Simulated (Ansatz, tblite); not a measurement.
Adding an electron: Si₂Se₂⁺. The state is a doublet with charge 1. Geometry: PBE-D4/def2-SVP. Ansatz, gas phase; energy differences of separate SCF runs; the reduced species is a singlet (the triplet lies 1.03 eV higher at PBE0-D4/def2-TZVP).

```xyz
4

Si   -0.888   -1.085   -0.162
Si    0.977    1.000    0.194
Se   -0.527    0.175    1.743
Se    0.438   -0.089   -1.774
```

The xTB rows come from tblite. The structure comes from a short search, and lower isomers may exist.

```tsv
level	−HOMO (eV)	−LUMO (eV)	vertical EA (eV)	HOMO–LUMO gap (eV)
GFN2-xTB	–	–	12.26	–
PBE-D4/def2-TZVP	10.81	10.16	7.58	0.66
PBE0-D4/def2-TZVP	11.80	9.52	7.72	2.28
```

(1) Estimate the rows for GFN1-xTB, r2SCAN-D4/def2-TZVP.

## Answers

(1) 
```csv
level,−HOMO (eV),−LUMO (eV),vertical EA (eV),HOMO–LUMO gap (eV)
GFN1-xTB,–,–,11.34,–
r2SCAN-D4/def2-TZVP,11.11,10.07,7.63,1.04
```

  HOMO and LUMO are the levels of the spin that leaves or enters (xTB has no such levels and no spin-polarisation term). Other spin states of the ions may lie lower, which would lower the ionisation energy or raise the affinity. Raw xTB energy differences between charge states are shifted by several eV; the methods need an empirical correction for them.
